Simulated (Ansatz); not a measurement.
Input file for Ansatz (a first-principles code): R-CCSD(T)/aug-cc-pVDZ on H2 (SMILES [H][H]) with ghost functions, monomers drawn apart or pushed together.

Ansatz 0.2 input:
```yaml
crystal:
  periodic: [false, false, false]
  atoms:
    - {symbol: H, position_ang: [0.01501223, 0.41293252, -0.44022360]}
    - {symbol: H, position_ang: [-0.07755115, -0.19628376, -0.01959170]}
basis:
  gaussian:
    orbitals: aug-cc-pVDZ
    ghost_atoms:
      - {symbol: O, position_ang: [-0.07991239, -1.27537478, 4.45389286]}
      - {symbol: C, position_ang: [0.12892047, -0.26902660, 5.06902315]}
      - {symbol: O, position_ang: [0.32503851, 0.94292973, 4.52661982]}
      - {symbol: H, position_ang: [0.18890655, -0.19946247, 6.16265702]}
      - {symbol: H, position_ang: [0.26624794, 0.84901360, 3.56042343]}
magnetization: {spin_polarized: false}
correlation: {method: ccsd_t, electrons: outside_noble_gas}
scf: {lower_state_search: off}
```

Output:

```
WARN ansatz: RAYON_NUM_THREADS=1 ignored (pool sized by the plan → 1); use --threads N
Functional definition: HF
these checks for a lower state are left out or cut short: stability, starts, cluster_reference, orbital_swaps, neighbouring_geometries, increment
integrals: 0.12 GiB planned
721 factors; integrals over basis functions are off by at most 1.3e-3 eV
mean field: 0.11 GiB planned
mean field evaluation 1: about -30.6237 eV, gradient 3.8e0 eV
mean field evaluation 2: about -30.6228 eV, gradient 3.7e0 eV
mean field evaluation 4: about -30.7169 eV, gradient 5.8e-2 eV
mean field evaluation 8: about -30.7169 eV, gradient 7.5e-8 eV
mean field -30.71693583 eV, -1.1288265711 hartree, gradient 1.4e-7 eV, S^2 0.000000; 0 other end points of the search recorded, 0 dependent functions left out
reference -30.71693583 eV, -1.1288265711 hartree; 1, 1 occupied and 104, 104 virtual orbitals, 721 factors
second order -0.74450978 eV of doubles, -0.00000000 eV of singles
coupled cluster: 0.40 GiB planned
cycle   1  -0.91013535 eV  change   -1.7e-1 eV  update   2.6e-2
cycle   2  -0.97680576 eV  change   -6.7e-2 eV  update   9.1e-3
cycle   3  -0.97791052 eV  change   -1.1e-3 eV  update   1.3e-3
cycle   4  -0.97796653 eV  change   -5.6e-5 eV  update   1.6e-4
cycle   5  -0.97793669 eV  change    3.0e-5 eV  update   2.6e-5
cycle   6  -0.97793260 eV  change    4.1e-6 eV  update   7.0e-6
cycle   7  -0.97793424 eV  change   -1.6e-6 eV  update   1.7e-6
perturbative correction 0.00000000 eV, 0.0000000000 hartree
Total energy: -31.69487008 eV, -1.1647649917 hartree
Checks for a lower state left out: stability, starts, cluster_reference, orbital_swaps, neighbouring_geometries, increment
```

The calculation finished and met its thresholds.

Cost: very roughly 1.0 core-seconds.
